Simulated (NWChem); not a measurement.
Program: NWChem. System: H$_{4}$N, charge 1, spin multiplicity 1, displaced from the optimised geometry. Level: CCSD(T)/cc-pVDZ, 1 core orbitals frozen, spin-restricted.

Job file:

```
start mol
memory heap 100 mb stack 700 mb global 1900 mb
charge 1
geometry units angstroms nocenter noautoz noautosym
  N      0.000000     0.000000     0.000000
  H      0.842807     0.000000     0.595954
  H     -0.842807     0.000000     0.595954
  H      0.000000     0.842806    -0.595955
  H      0.000000    -1.474911    -1.042922
end
basis spherical
  * library cc-pvdz
end
scf
  rhf
  nopen 0
  maxiter 100
  thresh 1e-7
  semidirect memsize 60000000 filesize 0
end
ccsd
  freeze core 1
  maxiter 60
end
task ccsd(t) energy
```

Output (cleaned and shortened):

```
             Northwest Computational Chemistry Package (NWChem) 7.3.0
             --------------------------------------------------------

                                NWChem Input Module
                                -------------------

 Scaling coordinates for geometry "geometry" by  1.889725989
 (inverse scale =  0.529177249)

                             Geometry "geometry" -> ""
                             -------------------------

 Output coordinates in angstroms (scale by  1.889725989 to convert to a.u.)

  No.       Tag          Charge          X              Y              Z
 ---- ---------------- ---------- -------------- -------------- --------------
    1 N                    7.0000     0.00000000     0.00000000     0.00000000
    2 H                    1.0000     0.84280700     0.00000000     0.59595400
    3 H                    1.0000    -0.84280700     0.00000000     0.59595400
    4 H                    1.0000     0.00000000     0.84280600    -0.59595500
    5 H                    1.0000     0.00000000    -1.47491100    -1.04292200

 Effective nuclear repulsion energy (a.u.)      14.4308189794

            Nuclear Dipole moment (a.u.)
            ----------------------------
        X                 Y               Z
 ---------------- ---------------- ----------------
     0.0000000000    -1.1945052460    -0.8446489354


 Summary of "ao basis" -> "" (spherical)
 ------------------------------------------------------------------------------
       Tag                 Description            Shells   Functions and Types
 ---------------- ------------------------------  ------  ---------------------
 *                          cc-pvdz                   on all atoms

 Summary of "ao basis" -> "ao basis" (spherical)
 ------------------------------------------------------------------------------
       Tag                 Description            Shells   Functions and Types
 ---------------- ------------------------------  ------  ---------------------
 N                          cc-pvdz                  6       14   3s2p1d
 H                          cc-pvdz                  3        5   2s1p
[...]
task       171 out of       171 done 100%  at       0.2 secs
 commencing triples evaluation - blocking       1
 ccsd(t): done        1 out of       29 progress:    3.4%
 ccsd(t): done        2 out of       29 progress:    6.9%
 ccsd(t): done        3 out of       29 progress:   10.3%
 ccsd(t): done        4 out of       29 progress:   13.8%
 ccsd(t): done        5 out of       29 progress:   17.2%
 ccsd(t): done        6 out of       29 progress:   20.7%
 ccsd(t): done        7 out of       29 progress:   24.1%
 ccsd(t): done        8 out of       29 progress:   27.6%
 ccsd(t): done        9 out of       29 progress:   31.0%
 ccsd(t): done       10 out of       29 progress:   34.5%
 ccsd(t): done       11 out of       29 progress:   37.9%
 ccsd(t): done       12 out of       29 progress:   41.4%
 ccsd(t): done       13 out of       29 progress:   44.8%
 ccsd(t): done       14 out of       29 progress:   48.3%
 ccsd(t): done       15 out of       29 progress:   51.7%
 ccsd(t): done       16 out of       29 progress:   55.2%
 ccsd(t): done       17 out of       29 progress:   58.6%
 ccsd(t): done       18 out of       29 progress:   62.1%
 ccsd(t): done       19 out of       29 progress:   65.5%
 ccsd(t): done       20 out of       29 progress:   69.0%
 ccsd(t): done       21 out of       29 progress:   72.4%
 ccsd(t): done       22 out of       29 progress:   75.9%
 ccsd(t): done       23 out of       29 progress:   79.3%
 ccsd(t): done       24 out of       29 progress:   82.8%
 ccsd(t): done       25 out of       29 progress:   86.2%
 ccsd(t): done       26 out of       29 progress:   89.7%
 ccsd(t): done       27 out of       29 progress:   93.1%
 ccsd(t): done       28 out of       29 progress:   96.6%
 ccsd(t): done       29 out of       29 progress:  100.0%
 Time for integral evaluation pass     1        0.17
 Time for triples evaluation pass      1        0.03

 pseudo-e(mp4)  -0.62904398844306E-02
 pseudo-e(mp5)   0.17432010354970E-03
        e(t)    -0.61161197808809E-02

 --------------
 CCSD(T) Energy
 --------------
 Reference energy:                     -56.393109414313351

 CCSD corr. energy:                     -0.225835989970084
 T(CCSD) corr. energy:                  -0.006290439884431
 Total CCSD+T(CCSD) energy:            -56.625235844167868

 CCSD corr. energy:                     -0.225835989970084
 (T) corr. energy:                      -0.006116119780881
 Total CCSD(T) energy:                 -56.625061524064314

 routine      calls  cpu(0)   cpu-min  cpu-ave  cpu-max   i/o
 aoccsd          1     0.00     0.00     0.00     0.00    0.00
 iterdrv         1     0.00     0.00     0.00     0.00    0.00
 pampt          11     0.01     0.01     0.01     0.01    0.00
 t2pm           11     0.01     0.01     0.01     0.01    0.00
 sxy            11     0.04     0.04     0.04     0.04    0.00
 ints       321651     1.70     1.70     1.70     1.70    0.00
 t2eri        1881     0.09     0.09     0.09     0.09    0.00
 idx2         1881     0.03     0.03     0.03     0.03    0.00
 idx34          11     0.00     0.00     0.00     0.00    0.00
 ht2pm          11     0.01     0.01     0.01     0.01    0.00
 itm            11     0.03     0.03     0.03     0.03    0.00
 pdiis          11     0.00     0.00     0.00     0.00    0.00
 triples         1     0.00     0.00     0.00     0.00    0.00
 rdtrpo          1     0.00     0.00     0.00     0.00    0.00
 trpmos          1     0.17     0.17     0.17     0.17    0.00
 trpdrv          1     0.01     0.01     0.01     0.01    0.00
 dovvv        2320     0.01     0.01     0.01     0.01    0.00
 doooo        2320     0.00     0.00     0.00     0.00    0.00
 tengy        1856     0.01     0.01     0.01     0.01    0.00
 Total                 2.14     2.14     2.14     2.14    0.00

 Task  times  cpu:        2.4s     wall:        2.4s

 Total times  cpu:        2.4s     wall:        2.4s
```
